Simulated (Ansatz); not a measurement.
```yaml
crystal:
  periodic: [false, false, false]
  atoms:
    - {symbol: F, position_ang: [-0.465612, 2.531371, 0.114000]}
    - {symbol: C, position_ang: [-0.140943, 1.282878, -0.238823]}
    - {symbol: C, position_ang: [-0.214132, 0.246559, 0.585996]}
    - {symbol: Al, position_ang: [0.291762, -1.488316, -0.083734]}
    - {symbol: H, position_ang: [0.182607, 1.251481, -1.276284]}
    - {symbol: H, position_ang: [-0.560213, 0.455943, 1.596260]}
    - {symbol: H, position_ang: [0.768774, -1.565111, -1.595499]}
    - {symbol: H, position_ang: [0.229958, -2.771905, 0.842284]}
basis:
  gaussian: {orbitals: aug-pcseg-2}
hamiltonian: {xc: {name: r2SCAN0}, dispersion: d4}
smearing: {width: 0.1}
```

```sh
$ ansatz run in.yaml --threads 2 --pin off --events-out ev --progress --plain --max-ram 4352MiB
```

It prints (some lines left out):

```
Error: YAML parse error: error: line 15 column 1: unknown field `smearing`, expected one of crystal, accuracy, basis, kpoints, hamiltonian, magnetization, projection, total_charge, correlation, batch, efield, external_charges, scf, relax, neb, saddle, md, ramp, phonons, dielectric, real_time, elastic, magnetic_configurations, gw, evaluate, workflow, output, checkpoint, execution
13 |   gaussian: {orbitals: aug-pcseg-2}
14 | hamiltonian: {xc: {name: r2SCAN0}, dispersion: d4}
15 | smearing: {width: 0.1}
```

In this input the input holds a key that doesn't belong there. The program refused the input.
